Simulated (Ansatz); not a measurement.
`FC1OC(F)(F)C(F)(F)C1(F)F`, 13 atoms. Charge 0, multiplicity 1. Hardware: A = 4 threads of an AMD EPYC 7R13 on a shared host and a share of an NVIDIA H100 80 GB; B = 4 threads of an AMD EPYC 7R13 on a shared host. Correlated methods freeze the cores.

**Question.** Give the basis size and wall time and peak host memory of each of these runs in Ansatz. RKS B3LYP-D4/def2-TZVPP energy and forces [A]; RKS PBE0-D4/def2-TZVP relaxation (12 steps) [A]; RKS ωB97M-V/def2-QZVPP energy [A]; RHF-CCSD(T)/def2-SVP energy [A]; RKS ωB97M-V/def2-SVP energy [B]; RHF-MP2/def2-QZVPP energy [A]; direct RPA on PBE orbitals/def2-TZVPP energy [A]; RKS CAM-B3LYP-D4/def2-TZVPP energy [A]; RKS PBE0-D4/def2-SVP energy [B]; RKS PBE0-D4/def2-QZVPP energy [A]; RHF-CCSD(T)/def2-TZVPP energy [A]; RKS PBE0-D4/def2-TZVPP energy [A]. (Estimate.)

**Answer.** Computed: Other jobs shared the machine, so times are rough.

```tsv
level	job	functions	wall time	peak host memory (GiB)
RKS PBE0-D4/def2-TZVPP	energy [A]	386	2.3 s	0.92
RKS CAM-B3LYP-D4/def2-TZVPP	energy [A]	386	2.6 s	0.94
RKS B3LYP-D4/def2-TZVPP	energy and forces [A]	386	2.8 s	1
RHF-CCSD(T)/def2-SVP	energy [A]	173	3 s	0.83
direct RPA on PBE orbitals/def2-TZVPP	energy [A]	386	4.7 s	1.9
RKS PBE0-D4/def2-QZVPP	energy [A]	714	5.5 s	1.3
RKS PBE0-D4/def2-SVP	energy [B]	173	6 s	0.75
RHF-MP2/def2-QZVPP	energy [A]	714	6.5 s	1.4
RKS ωB97M-V/def2-QZVPP	energy [A]	714	7 s	1.4
RKS ωB97M-V/def2-SVP	energy [B]	173	12 s	0.92
RKS PBE0-D4/def2-TZVP	relaxation (12 steps) [A]	378	25 s	1.1
RHF-CCSD(T)/def2-TZVPP	energy [A]	386	35 s	0.91
```

B3LYP here is the variant with VWN-RPA as its local correlation; programs differ in this.
